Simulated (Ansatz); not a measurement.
Reaction (atomization): `FC1([SeH])O[SiH2]1` → C• + F• + 3 H• + O• + Se• + Si•

Program: Ansatz. Geometries: PBE0-D4/def2-TZVP. ΔE: electronic, gas phase. CCSD(T)/CBS is the MP2 limit (def2-TZVPP, def2-QZVPP) plus CCSD(T) − MP2 in def2-TZVPP, frozen cores. This one scheme is used for every species, atoms too. Functionals use def2-TZVPP. B3LYP here is the variant with VWN-RPA as its local correlation; programs differ in this. Open shells (•) are unrestricted, without spin–orbit coupling. Spin–orbit coupling would lower the free atoms: a little for C, F, O, Si; clearly for Se. For Se outer-core shells are correlated without core-valence functions, so the limit isn't a true one: a few kJ/mol of doubt a bond, and 10 to 20 or more in all where bonds break to atoms. Scalar relativity is left out up to krypton. One conformer a species, not always the lowest.

Q: What is ΔE at CCSD(T)/CBS? (An estimate is asked.)

A: Ansatz gave: +640.0 kcal/mol.

Q: What do these levels give: r2SCAN-D4, B3LYP-D4, ωB97M-V, HF/def2-QZVPP, SCS-MP2/def2-QZVPP, HF/CBS(def2)? (Best estimate.)

A: Computed: r2SCAN-D4 644.2, B3LYP-D4 634.4, ωB97M-V 639.3, HF/def2-QZVPP 412.5, SCS-MP2/def2-QZVPP 642.5, HF/CBS(def2) 412.7 kcal/mol.

Largest T1 diagnostic among the species: 0.013.

From PBE to PBE0 (25 % exact exchange), in def2-TZVPP and without D4, ΔE moves by −23.3 kcal/mol: exact exchange takes away binding that semilocal exchange gives to molecules. In def2-TZVPP, CCSD(T) changes the Hartree–Fock value by +206.0 kcal/mol (the triples alone add +15.8 kcal/mol) and MP2 by +226.6 kcal/mol; breaking electron pairs costs correlation energy, which Hartree–Fock lacks. The D4 term adds +7.8 kcal/mol with B3LYP and +4.0 kcal/mol with PBE0; it sums over pairs of atoms, weighted by their polarisabilities, and B3LYP, whose exchange is more repulsive, gets the larger term.

For atomizations the MP2-based limit and the directly extrapolated one differ by several kJ/mol either way, and by 10 to 25 for some Ge, Se and Sn compounds, so smaller differences from it don't rank the levels.
